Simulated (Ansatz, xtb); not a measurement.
# Ranking isomers of GeH7NOSi

4 gas-phase structures of GeH7NOSi, from a drawn sample of its isomers (lower ones may exist). Each was relaxed with GFN2-xTB; where two conformers were screened, the lower at r2SCAN-D4/def2-SVP is listed:

A. `[NH2][GeH2][SiH2]O`, a singlet
B. `N[Si@@H](O)[GeH3]`, a singlet
C. `[NH2][Ge@@H]([OH])[SiH3]`, a singlet
D. `N[SiH2][GeH2][OH]`, a singlet

**Question.** Which do you expect lowest at r2SCAN-D4/def2-SVP, and how would the others follow?

**Answer.** Calculated order at r2SCAN-D4/def2-SVP: B (0.000), A (0.606), D (0.767), C (0.966) eV.

Energies above the lowest of each column, in eV; the last columns are at B3LYP/def2-SVP geometries:

```tsv
structure	GFN2-xTB	HF/STO-3G	r2SCAN-D4/def2-SVP	B3LYP/def2-SVP	CCSD(T)/def2-SVP + ΔMP2/def2-TZVPP
B	0.000	0.000	0.000	0.000	0.000
A	0.248	0.331	0.606	0.542	0.632
D	0.518	0.402	0.767	0.844	0.922
C	0.761	0.367	0.966	1.072	1.148
```

Every level run on B puts it lowest or level with the lowest. Flexible structures stand in one conformer each, not always the lowest. ΔMP2 is the change of the MP2 energy from the smaller to the larger basis.

Over these structures GFN2-xTB departs from r2SCAN-D4/def2-SVP by 0.102 eV on average once a common shift is removed. A GFN2-xTB relaxation took about 0.076 s and the r2SCAN-D4/def2-SVP energy about 1.1 s on a shared host (Ansatz 0.2.0, xtb 6.7.1).
